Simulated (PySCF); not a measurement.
Does the answer move with the share of exact exchange?

Compound: C₄H₅BO.
SMILES with atom numbers: `[BH2:1][c:2]1[cH:3][cH:4][cH:5][o:6]1` (hydrogens: H7, H8 on B1; H9 on C3; H10 on C4; H11 on C5)

PySCF, def2-SVPD basis, density fitting, gas phase, PBE0-D3(BJ)/def2-SVP geometry; singlet excitations by full TDDFT with frozen cores, triplets by Tamm–Dancoff TDDFT and ionisation energies by ΔSCF, from the lowest of the holes tried. One functional is left out:

| functional | exact exchange (%) | HOMO energy (eV) | LUMO energy (eV) | lowest singlet excitation (eV) | lowest triplet excitation (eV) | dipole moment (D) | mean polarisability (au) | vertical ionisation energy (eV) |
| --- | --- | --- | --- | --- | --- | --- | --- | --- |
| LDA | 0 | -6.60 | -3.09 | 4.67 | 3.17 | 2.598 | 69.5 | 9.69 |
| PBE | 0 | -6.38 | -2.84 | 4.66 | 3.04 | 2.549 | 68.8 | 9.38 |
| B3LYP | 20 | -7.08 | -2.15 | 4.82 | 3.11 | 2.434 | 67.4 | 9.31 |
| BHandHLYP | 50 | -8.03 | -0.96 | 5.00 | 3.09 | 2.318 | 65.4 | 9.02 |

Q: Predict the row of PBE0 (25 % exact exchange) by straight lines through the other rows, and check it.

A: 
```csv
property,line,computed,computed − line,"B3LYP (20 %), for comparison"
HOMO energy (eV),-7.25,-7.29,-0.04,-7.08
LUMO energy (eV),-1.96,-1.97,-0.01,-2.15
lowest singlet excitation (eV),4.84,4.87,+0.03,4.82
lowest triplet excitation (eV),3.10,3.07,-0.03,3.11
dipole moment (D),2.436,2.413,-0.023,2.434
mean polarisability (au),67.2,66.8,-0.4,67.4
vertical ionisation energy (eV),9.27,9.28,+0.01,9.31
```

Q: Which of these properties follows the share of exact exchange most closely, and which least?

A: Most closely the lowest singlet excitation, least the lowest triplet excitation; the correlations over the tabulated rows are lowest singlet excitation 0.998, LUMO energy 0.994, HOMO energy -0.992, mean polarisability -0.985, dipole moment -0.976, vertical ionisation energy -0.887, lowest triplet excitation -0.125. The lowest singlet excitation moves by +0.067 eV for every 10 %. Functionals with the same share still differ in their other parts: at 0 % LDA and PBE differ by 0.01 eV in it.
